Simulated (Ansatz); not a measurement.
Molecular dynamics of CCl2Si

Input file:

```yaml
crystal:
  periodic: [false, false, false]
  atoms:
    - { symbol: Cl, position_ang: [1.779098, -1.45841, 1.952255] }
    - { symbol: C, position_ang: [1.201023, -1.038024, 0.325892] }
    - { symbol: Si, position_ang: [0.685699, 0.295808, -0.717566] }
    - { symbol: Cl, position_ang: [-1.319241, 0.238158, -1.09316] }
basis:
  gaussian: { orbitals: def2-SVP }
hamiltonian:
  xc: lda
md:
  timestep: 2.0
  n_steps: 166
  ensemble: nvt_langevin
  temperature: 300.0
  initial_velocities: maxwell_boltzmann
  seed: 64167
  friction: 0.01
  temperature_schedule:
    - { n_steps: 41, end_temperature: 300.0 }
    - { n_steps: 125, end_temperature: 10.0 }
scf:
  lower_state_search: "off"
```

Run as:

```bash
$ ansatz run input.yaml --threads 1 --pin off --max-ram 2048MiB --backend cpu --events-out ev --progress --plain --runs-dir out
```

It goes on from the last frame of an earlier run, with new velocities.

Output, in part (one step line in 2, the closing report, with atoms numbered from 0):

```
md step     0: t =     0.00 fs  T =   225.0 K (target 300.0 K)  F+E_penalty+E_count = -33823.68319249 eV  E_kin = 0.116334 eV  (20 SCF iters)
md step     2: t =     4.00 fs  T =   375.9 K (target 300.0 K)  F+E_penalty+E_count = -33823.74464468 eV  E_kin = 0.194366 eV  (22 SCF iters)
md step     4: t =     8.00 fs  T =   546.0 K (target 300.0 K)  F+E_penalty+E_count = -33823.84941216 eV  E_kin = 0.282295 eV  (22 SCF iters)
md step     6: t =    12.00 fs  T =   630.8 K (target 300.0 K)  F+E_penalty+E_count = -33823.90432739 eV  E_kin = 0.326155 eV  (22 SCF iters)
md step     8: t =    16.00 fs  T =   510.9 K (target 300.0 K)  F+E_penalty+E_count = -33823.88826248 eV  E_kin = 0.264146 eV  (22 SCF iters)
md step    10: t =    20.00 fs  T =   460.9 K (target 300.0 K)  F+E_penalty+E_count = -33823.87342351 eV  E_kin = 0.238299 eV  (21 SCF iters)
md step    12: t =    24.00 fs  T =   605.5 K (target 300.0 K)  F+E_penalty+E_count = -33823.94219929 eV  E_kin = 0.313079 eV  (21 SCF iters)
md step    14: t =    28.00 fs  T =   656.8 K (target 300.0 K)  F+E_penalty+E_count = -33824.00713042 eV  E_kin = 0.339600 eV  (21 SCF iters)
md step    16: t =    32.00 fs  T =   913.9 K (target 300.0 K)  F+E_penalty+E_count = -33824.09146453 eV  E_kin = 0.472535 eV  (21 SCF iters)
md step    18: t =    36.00 fs  T =  1112.6 K (target 300.0 K)  F+E_penalty+E_count = -33824.18555772 eV  E_kin = 0.575263 eV  (21 SCF iters)
md step    20: t =    40.00 fs  T =   960.3 K (target 300.0 K)  F+E_penalty+E_count = -33824.15728008 eV  E_kin = 0.496533 eV  (21 SCF iters)
md step    22: t =    44.00 fs  T =   788.0 K (target 300.0 K)  F+E_penalty+E_count = -33824.02862858 eV  E_kin = 0.407448 eV  (21 SCF iters)
md step    24: t =    48.00 fs  T =   467.9 K (target 300.0 K)  F+E_penalty+E_count = -33823.90426572 eV  E_kin = 0.241937 eV  (22 SCF iters)
md step    26: t =    52.00 fs  T =   327.4 K (target 300.0 K)  F+E_penalty+E_count = -33823.87521368 eV  E_kin = 0.169304 eV  (22 SCF iters)
md step    28: t =    56.00 fs  T =   500.5 K (target 300.0 K)  F+E_penalty+E_count = -33823.95898036 eV  E_kin = 0.258789 eV  (22 SCF iters)
md step    30: t =    60.00 fs  T =   705.5 K (target 300.0 K)  F+E_penalty+E_count = -33824.07410446 eV  E_kin = 0.364791 eV  (22 SCF iters)
md step    32: t =    64.00 fs  T =   937.2 K (target 300.0 K)  F+E_penalty+E_count = -33824.14482034 eV  E_kin = 0.484591 eV  (21 SCF iters)
md step    34: t =    68.00 fs  T =   881.9 K (target 300.0 K)  F+E_penalty+E_count = -33824.13016809 eV  E_kin = 0.456003 eV  (22 SCF iters)
md step    36: t =    72.00 fs  T =   765.2 K (target 300.0 K)  F+E_penalty+E_count = -33823.99772030 eV  E_kin = 0.395615 eV  (22 SCF iters)
md step    38: t =    76.00 fs  T =   510.1 K (target 300.0 K)  F+E_penalty+E_count = -33823.86349412 eV  E_kin = 0.263746 eV  (22 SCF iters)
md step    40: t =    80.00 fs  T =   594.8 K (target 300.0 K)  F+E_penalty+E_count = -33823.97877564 eV  E_kin = 0.307530 eV  (22 SCF iters)
md step    42: t =    84.00 fs  T =   776.2 K (target 298.8 K)  F+E_penalty+E_count = -33824.05972611 eV  E_kin = 0.401316 eV  (22 SCF iters)
md step    44: t =    88.00 fs  T =   803.3 K (target 294.2 K)  F+E_penalty+E_count = -33824.13136613 eV  E_kin = 0.415363 eV  (21 SCF iters)
md step    46: t =    92.00 fs  T =   711.6 K (target 289.6 K)  F+E_penalty+E_count = -33824.09375719 eV  E_kin = 0.367904 eV  (21 SCF iters)
md step    48: t =    96.00 fs  T =   365.7 K (target 284.9 K)  F+E_penalty+E_count = -33823.94714077 eV  E_kin = 0.189064 eV  (23 SCF iters)
md step    50: t =   100.00 fs  T =   160.9 K (target 280.3 K)  F+E_penalty+E_count = -33823.81745175 eV  E_kin = 0.083205 eV  (22 SCF iters)
md step    52: t =   104.00 fs  T =    77.3 K (target 275.6 K)  F+E_penalty+E_count = -33823.77585322 eV  E_kin = 0.039952 eV  (23 SCF iters)
md step    54: t =   108.00 fs  T =   271.5 K (target 271.0 K)  F+E_penalty+E_count = -33823.86097045 eV  E_kin = 0.140371 eV  (22 SCF iters)
md step    56: t =   112.00 fs  T =   554.7 K (target 266.4 K)  F+E_penalty+E_count = -33824.01543707 eV  E_kin = 0.286779 eV  (22 SCF iters)
md step    58: t =   116.00 fs  T =   767.0 K (target 261.7 K)  F+E_penalty+E_count = -33824.11614011 eV  E_kin = 0.396550 eV  (21 SCF iters)
md step    60: t =   120.00 fs  T =   712.1 K (target 257.1 K)  F+E_penalty+E_count = -33824.11073472 eV  E_kin = 0.368167 eV  (21 SCF iters)
md step    62: t =   124.00 fs  T =   571.4 K (target 252.4 K)  F+E_penalty+E_count = -33824.11440616 eV  E_kin = 0.295418 eV  (22 SCF iters)
md step    64: t =   128.00 fs  T =   473.0 K (target 247.8 K)  F+E_penalty+E_count = -33824.05090490 eV  E_kin = 0.244545 eV  (22 SCF iters)
md step    66: t =   132.00 fs  T =   363.4 K (target 243.2 K)  F+E_penalty+E_count = -33823.99152820 eV  E_kin = 0.187867 eV  (21 SCF iters)
md step    68: t =   136.00 fs  T =   494.5 K (target 238.5 K)  F+E_penalty+E_count = -33824.11992746 eV  E_kin = 0.255667 eV  (22 SCF iters)
md step    70: t =   140.00 fs  T =   621.4 K (target 233.9 K)  F+E_penalty+E_count = -33824.18961852 eV  E_kin = 0.321270 eV  (22 SCF iters)
md step    72: t =   144.00 fs  T =   511.5 K (target 229.2 K)  F+E_penalty+E_count = -33824.17134712 eV  E_kin = 0.264463 eV  (21 SCF iters)
md step    74: t =   148.00 fs  T =   423.2 K (target 224.6 K)  F+E_penalty+E_count = -33824.16675564 eV  E_kin = 0.218804 eV  (21 SCF iters)
md step    76: t =   152.00 fs  T =   438.6 K (target 220.0 K)  F+E_penalty+E_count = -33824.13383147 eV  E_kin = 0.226794 eV  (22 SCF iters)
md step    78: t =   156.00 fs  T =   369.7 K (target 215.3 K)  F+E_penalty+E_count = -33824.06818202 eV  E_kin = 0.191145 eV  (23 SCF iters)
md step    80: t =   160.00 fs  T =   320.3 K (target 210.7 K)  F+E_penalty+E_count = -33824.06426559 eV  E_kin = 0.165591 eV  (22 SCF iters)
md step    82: t =   164.00 fs  T =   423.5 K (target 206.0 K)  F+E_penalty+E_count = -33824.12143134 eV  E_kin = 0.218951 eV  (22 SCF iters)
md step    84: t =   168.00 fs  T =   445.6 K (target 201.4 K)  F+E_penalty+E_count = -33824.15656106 eV  E_kin = 0.230399 eV  (22 SCF iters)
md step    86: t =   172.00 fs  T =   448.9 K (target 196.8 K)  F+E_penalty+E_count = -33824.12470672 eV  E_kin = 0.232124 eV  (22 SCF iters)
md step    88: t =   176.00 fs  T =   505.2 K (target 192.1 K)  F+E_penalty+E_count = -33824.11779076 eV  E_kin = 0.261191 eV  (22 SCF iters)
md step    90: t =   180.00 fs  T =   537.9 K (target 187.5 K)  F+E_penalty+E_count = -33824.15105621 eV  E_kin = 0.278094 eV  (22 SCF iters)
md step    92: t =   184.00 fs  T =   354.8 K (target 182.8 K)  F+E_penalty+E_count = -33824.07574753 eV  E_kin = 0.183444 eV  (22 SCF iters)
md step    94: t =   188.00 fs  T =   323.1 K (target 178.2 K)  F+E_penalty+E_count = -33824.06047307 eV  E_kin = 0.167051 eV  (22 SCF iters)
md step    96: t =   192.00 fs  T =   532.0 K (target 173.6 K)  F+E_penalty+E_count = -33824.18719109 eV  E_kin = 0.275078 eV  (22 SCF iters)
md step    98: t =   196.00 fs  T =   526.5 K (target 168.9 K)  F+E_penalty+E_count = -33824.16101383 eV  E_kin = 0.272206 eV  (22 SCF iters)
md step   100: t =   200.00 fs  T =   400.9 K (target 164.3 K)  F+E_penalty+E_count = -33824.11339017 eV  E_kin = 0.207296 eV  (23 SCF iters)
md step   102: t =   204.00 fs  T =   395.6 K (target 159.6 K)  F+E_penalty+E_count = -33824.15191684 eV  E_kin = 0.204540 eV  (22 SCF iters)
md step   104: t =   208.00 fs  T =   363.5 K (target 155.0 K)  F+E_penalty+E_count = -33824.13395144 eV  E_kin = 0.187930 eV  (22 SCF iters)
md step   106: t =   212.00 fs  T =   214.1 K (target 150.4 K)  F+E_penalty+E_count = -33824.06580701 eV  E_kin = 0.110701 eV  (22 SCF iters)
md step   108: t =   216.00 fs  T =   276.0 K (target 145.7 K)  F+E_penalty+E_count = -33824.08298564 eV  E_kin = 0.142727 eV  (22 SCF iters)
md step   110: t =   220.00 fs  T =   433.6 K (target 141.1 K)  F+E_penalty+E_count = -33824.16259579 eV  E_kin = 0.224194 eV  (22 SCF iters)
md step   112: t =   224.00 fs  T =   493.2 K (target 136.4 K)  F+E_penalty+E_count = -33824.19843263 eV  E_kin = 0.254984 eV  (22 SCF iters)
md step   114: t =   228.00 fs  T =   485.2 K (target 131.8 K)  F+E_penalty+E_count = -33824.16414651 eV  E_kin = 0.250849 eV  (22 SCF iters)
md step   116: t =   232.00 fs  T =   466.2 K (target 127.2 K)  F+E_penalty+E_count = -33824.13719149 eV  E_kin = 0.241031 eV  (22 SCF iters)
md step   118: t =   236.00 fs  T =   362.2 K (target 122.5 K)  F+E_penalty+E_count = -33824.09982092 eV  E_kin = 0.187270 eV  (22 SCF iters)
md step   120: t =   240.00 fs  T =   188.3 K (target 117.9 K)  F+E_penalty+E_count = -33824.00684923 eV  E_kin = 0.097336 eV  (22 SCF iters)
md step   122: t =   244.00 fs  T =   289.3 K (target 113.2 K)  F+E_penalty+E_count = -33824.06474839 eV  E_kin = 0.149583 eV  (22 SCF iters)
md step   124: t =   248.00 fs  T =   409.4 K (target 108.6 K)  F+E_penalty+E_count = -33824.14317394 eV  E_kin = 0.211651 eV  (22 SCF iters)
md step   126: t =   252.00 fs  T =   317.7 K (target 104.0 K)  F+E_penalty+E_count = -33824.10444857 eV  E_kin = 0.164248 eV  (22 SCF iters)
md step   128: t =   256.00 fs  T =   323.4 K (target 99.3 K)  F+E_penalty+E_count = -33824.11828572 eV  E_kin = 0.167204 eV  (23 SCF iters)
md step   130: t =   260.00 fs  T =   342.1 K (target 94.7 K)  F+E_penalty+E_count = -33824.10279485 eV  E_kin = 0.176874 eV  (22 SCF iters)
md step   132: t =   264.00 fs  T =   177.0 K (target 90.0 K)  F+E_penalty+E_count = -33824.01651651 eV  E_kin = 0.091514 eV  (23 SCF iters)
md step   134: t =   268.00 fs  T =   211.9 K (target 85.4 K)  F+E_penalty+E_count = -33824.02782932 eV  E_kin = 0.109569 eV  (22 SCF iters)
md step   136: t =   272.00 fs  T =   383.9 K (target 80.8 K)  F+E_penalty+E_count = -33824.13458720 eV  E_kin = 0.198482 eV  (21 SCF iters)
md step   138: t =   276.00 fs  T =   450.1 K (target 76.1 K)  F+E_penalty+E_count = -33824.17234955 eV  E_kin = 0.232737 eV  (22 SCF iters)
md step   140: t =   280.00 fs  T =   368.7 K (target 71.5 K)  F+E_penalty+E_count = -33824.13054386 eV  E_kin = 0.190645 eV  (22 SCF iters)
md step   142: t =   284.00 fs  T =   371.8 K (target 66.8 K)  F+E_penalty+E_count = -33824.14800371 eV  E_kin = 0.192219 eV  (22 SCF iters)
md step   144: t =   288.00 fs  T =   304.3 K (target 62.2 K)  F+E_penalty+E_count = -33824.14248295 eV  E_kin = 0.157310 eV  (22 SCF iters)
md step   146: t =   292.00 fs  T =   145.8 K (target 57.6 K)  F+E_penalty+E_count = -33824.05160840 eV  E_kin = 0.075367 eV  (22 SCF iters)
md step   148: t =   296.00 fs  T =   207.9 K (target 52.9 K)  F+E_penalty+E_count = -33824.09672462 eV  E_kin = 0.107483 eV  (22 SCF iters)
md step   150: t =   300.00 fs  T =   293.3 K (target 48.3 K)  F+E_penalty+E_count = -33824.16368359 eV  E_kin = 0.151630 eV  (22 SCF iters)
md step   152: t =   304.00 fs  T =   257.7 K (target 43.6 K)  F+E_penalty+E_count = -33824.16243488 eV  E_kin = 0.133238 eV  (22 SCF iters)
md step   154: t =   308.00 fs  T =   301.7 K (target 39.0 K)  F+E_penalty+E_count = -33824.20239115 eV  E_kin = 0.155984 eV  (22 SCF iters)
md step   156: t =   312.00 fs  T =   305.4 K (target 34.4 K)  F+E_penalty+E_count = -33824.21983836 eV  E_kin = 0.157911 eV  (22 SCF iters)
md step   158: t =   316.00 fs  T =   213.4 K (target 29.7 K)  F+E_penalty+E_count = -33824.16067371 eV  E_kin = 0.110357 eV  (22 SCF iters)
md step   160: t =   320.00 fs  T =   118.5 K (target 25.1 K)  F+E_penalty+E_count = -33824.11519172 eV  E_kin = 0.061259 eV  (22 SCF iters)
md step   162: t =   324.00 fs  T =   155.0 K (target 20.4 K)  F+E_penalty+E_count = -33824.14522644 eV  E_kin = 0.080141 eV  (22 SCF iters)
md step   164: t =   328.00 fs  T =   239.2 K (target 15.8 K)  F+E_penalty+E_count = -33824.19063036 eV  E_kin = 0.123659 eV  (22 SCF iters)
md step   166: t =   332.00 fs  T =   235.3 K (target 11.2 K)  F+E_penalty+E_count = -33824.19793631 eV  E_kin = 0.121682 eV  (21 SCF iters)
Total energy: -33824.19796014 eV, -1243.0163481703 hartree
Atom 0 at     1.493195    -1.668012     2.452082 Å, force    -0.769223     0.346597    -0.903406 eV/Å
Atom 1 at     0.571919    -1.085987     1.172894 Å, force     1.040107    -0.546168     1.443892 eV/Å
Atom 2 at     0.557130    -0.649181    -0.462202 Å, force     0.001285     0.045324    -0.286465 eV/Å
Atom 3 at    -1.139481     0.360198    -1.005022 Å, force    -0.272169     0.154248    -0.254020 eV/Å
Dipole moment:     0.207012    -0.073241     0.077953 e Å
```

The run went to its last step. The schedule's set-point averaged 106 K over the second half and the system 339 K, so it lags behind the ramp. A run of 0.33 ps of so small a system gives no equilibrium averages.

The same pairs are bonded in the first frame and the last. Pairs count as bonded within 1.25 times the sum of covalent radii (0.12 Å more for H–H).

Last frame:

```xyz
4
Properties=species:S:1:pos:R:3
Cl 1.493 -1.668 2.452
C 0.572 -1.086 1.173
Si 0.557 -0.649 -0.462
Cl -1.139 0.360 -1.005
```

The run took 110 s on 1 thread of Arm Neoverse V1, with other jobs on the host, peak memory 0.089 GiB.
